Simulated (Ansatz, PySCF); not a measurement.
Process, species as SMILES: CCS [ethanethiol] + C (CH4) → CC (C2H6) [ethane] + CS (CH4S) [methanethiol]
Geometries: B3LYP-D3(BJ)/def2-TZVP minima from Ansatz (a quantum-chemistry and plane-wave program), one conformer each, not searched for the lowest.

Wanted: bond separation energy (enthalpy at 298 K, with B3LYP-D3(BJ) rigid-rotor harmonic-oscillator terms from PySCF), in kcal/mol. Correlated levels leave the core frozen unless marked. No spin-orbit coupling. Non-relativistic. Basis-set limits of correlation are two-point, X^-3; Hartree-Fock from the larger set. [CCSD(T)-MP2]/basis is that difference in the basis named.

```csv
level,program,bond separation energy (kcal/mol)
BLYP/def2-TZVPD,Ansatz,1.9
r2SCAN-D3(BJ)/def2-TZVPD,Ansatz + dftd3,3.0
B3LYP-D4/def2-TZVPD,Ansatz + dftd4,2.7
PBE0/def2-TZVPD,Ansatz,2.2
BHLYP-D3(BJ)/def2-TZVPD,Ansatz + dftd3,2.6
M06-2X/def2-TZVPD,PySCF,2.6
B2PLYP-D3(BJ)/def2-TZVPD,Ansatz + dftd3,3.0
RI-MP2/aug-cc-pV(T+d)Z,Ansatz,3.6
SCS-MP2/cc-pwCVTZ,Ansatz,2.9
"RI-MP2/CBS(cc-pV(T+d)Z,cc-pV(Q+d)Z)+[CCSD(T)-MP2]/cc-pV(T+d)Z",Ansatz,3.0
```
